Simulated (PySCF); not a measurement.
Polarisability and C₆ of Cu²⁺ (copper, charge +2)

[Ar] 3d9, 2D determinant. Computed with PySCF 2.14 in aug-cc-pVQZ-PP with ECP10MDF, with scalar relativity through the core potential. Coupled (time-dependent) response in atomic units; α is the mean over directions.

| method | mean α (bohr³) | α xx, yy, zz | C₆ (like pair) | S(−4) |
| --- | --- | --- | --- | --- |
| revPBE | 3.145 | 3.014, 3.014, 3.405 | 8.502 | 5.246 |

S(−4) is the Cauchy moment in α(ω) = α(0) + S(−4) ω² + …

α(iu) at revPBE:

```tsv
u (hartree)	α(iu) (bohr³)
0	3.145
0.0500	3.132
0.100	3.094
0.200	2.957
0.300	2.771
0.500	2.373
0.750	1.958
1.00	1.644
1.50	1.218
2.00	0.9460
3.00	0.6241
5.00	0.3328
```

A single London oscillator, α(iu) = α/(1 + u²/ω²), gives C₆ = (3/4) ω α². Matching the computed C₆ needs ω = 4 × 8.502 / (3 × 3.145²) = 1.15 hartree.

For an ion, C₆ is the dispersion term alone; charge-induced terms of lower order in 1/R come first.

The components differ because the open shell of this determinant is not spherical; for a pure term their mean is the scalar polarisability.

Energies and moments cover only the electrons outside the core potential.
